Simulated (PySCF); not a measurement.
Fractional electron number in V⁺ (vanadium, charge +1)

The 3d alpha orbital of [Ar] 3d4 is emptied in steps (occupation f), with all orbitals relaxed, ending at [Ar] 3d3. Computed with PySCF 2.14 in aug-pcseg-2 (7s5p4d3f2g, 81 functions), with no relativity, point nucleus. The exact energy is a straight line in f; departures are measured from the line between the end points of the same method.

| f | BHandHLYP (eV) | wB97X (eV) | M06-2X (eV) |
| --- | --- | --- | --- |
| 1 | 0.000 | 0.000 | 0.000 |
| 0.8 | -0.325 | -0.223 | -0.318 |
| 0.6 | -0.499 | -0.346 | -0.491 |
| 0.4 | -0.510 | -0.356 | -0.497 |
| 0.2 | -0.346 | -0.242 | -0.334 |
| 0 | 0.000 | 0.000 | 0.000 |

| method | E(f=0) − E(f=1) (eV) | −ε at f=1 (eV) | −ε at f=0.4 (eV) |
| --- | --- | --- | --- |
| BHandHLYP | 14.533 | 12.558 | 14.908 |
| wB97X | 14.694 | 13.368 | 14.947 |
| M06-2X | 14.785 | 12.861 | 15.184 |

Orbital energy along the path (eV):

```json
{"f": "1", "BHandHLYP": "-12.558", "wB97X": "-13.368", "M06-2X": "-12.861"}
{"f": "0.8", "BHandHLYP": "-13.273", "wB97X": "-13.814", "M06-2X": "-13.541"}
{"f": "0.6", "BHandHLYP": "-14.062", "wB97X": "-14.352", "M06-2X": "-14.327"}
{"f": "0.4", "BHandHLYP": "-14.908", "wB97X": "-14.947", "M06-2X": "-15.184"}
{"f": "0.2", "BHandHLYP": "-15.799", "wB97X": "-15.579", "M06-2X": "-16.010"}
{"f": "0", "BHandHLYP": "-16.745", "wB97X": "-16.243", "M06-2X": "-16.944"}
```

Reference removal energy between the ground levels: 14.634 ± 0.007 eV (measured; NIST Atomic Spectra Database, ionization energies). The calculation has no spin-orbit coupling. The determinant left behind need not be the lowest term of the ion.
